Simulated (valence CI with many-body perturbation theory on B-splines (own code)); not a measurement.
## Questions on Lu⁵⁸⁺

Computed by configuration interaction combined with many-body perturbation theory (CI+MBPT): three valence electrons over a frozen Dirac-Fock core [Ne], radial functions for each j: 11 s, 11 p, 10 d, 8 f, 5 g, 2 h, with the one-electron correlation potential Σ1, the two-electron term Σ2, the three-electron term Σ3, Breit, model QED; selected CI, second order for the rest, scaled by the run's own slope (own B-spline code, finite nucleus).

No measured spectrum was set against this ion. As an estimate, large intervals hold to a few tenths of a per cent, small ones and those within an open d or f shell to about a per cent.

Levels are named by their leading jj configuration (3d3/2^4 stands for four electrons in 3d with j = 3/2), which in mixed levels can hold well under half, so a name can repeat and another be missing.

Rates and lifetimes use the calculated energies. Strong lines usually hold to 10 to 20 %, long lifetimes can be off by a factor of two.

What is the ground level?

(3s^2 3p1/2) J=1/2, composition 100 % 3s²3p ²P°, g = 0.649.

How well does LS coupling describe the low levels?

Among the lowest 20 levels the leading LS term, summed over configurations, holds 64 % on average. For single configurations the figures are 61 % in LS and 93 % in jj coupling. Terms mix most in the J = 3/2 level at 49.57 Ry, where the leading one holds 34 %.

Among levels below 217.76 Ry, which E1 lines absorb most strongly from the ground level?

to (3s^2 3d3/2) J=3/2 at 2.384 nm, f = 0.443; to (3s 3p1/2 4p1/2) J=3/2 at 0.4237 nm, f = 0.228; to (3s 3p1/2 3p3/2) J=1/2 at 2.618 nm, f = 0.202.

Where does the other parity begin?

At (3s 3p1/2^2) J=1/2, 11.51 Ry.

Name the longest-lived excited levels whose lifetime is computed, and their main decay.

(3s 3p3/2 3d5/2) J=9/2 at 72.85 Ry lives 8.52 ns, mostly by M1 to (3s 3p1/2 3d5/2) J=7/2; (3s^2 3p3/2) J=3/2 at 21.94 Ry lives 3.95 ns, mostly by E1 to (3s 3p1/2^2) J=1/2.

What is the ionisation energy?

6071 eV; NIST lists 6070 ± 6 eV (theoretical).
